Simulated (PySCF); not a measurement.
Correlation energy of Kr³⁺ (krypton, charge +3)

[Ar] 3d10 4s2 4p3, high-spin 4S determinant. Computed with PySCF 2.14 in ANO-RCC-VTZP, with scalar relativity by spin-free X2C-1e. Frozen: [Ne]; 23 electrons correlated.

MP2 pair energies summed by pair of shells (mhartree):

| pair | energy | share (%) |
| --- | --- | --- |
| 4s-4p | -55.10 | 31.3 |
| 3d-3d | -30.94 | 17.6 |
| 3p-3d | -22.74 | 12.9 |
| 4p-4p | -18.38 | 10.4 |
| 3d-4p | -13.30 | 7.5 |
| 3d-4s | -10.14 | 5.8 |
| 4s-4s | -8.42 | 4.8 |
| 3s-3d | -5.35 | 3.0 |
| 3p-3p | -4.78 | 2.7 |
| 3s-3p | -2.51 | 1.4 |
| 3p-4s | -2.09 | 1.2 |
| 3p-4p | -1.76 | 1.0 |
| 3s-3s | -0.31 | 0.2 |
| 3s-4p | -0.28 | 0.2 |
| 3s-4s | -0.17 | 0.1 |

Total MP2 correlation energy: -176.27 mhartree.

Same-spin part -56.58 and opposite-spin part -119.69 mhartree; SCS-MP2 scales them by 1/3 and 6/5 to -162.48 mhartree.
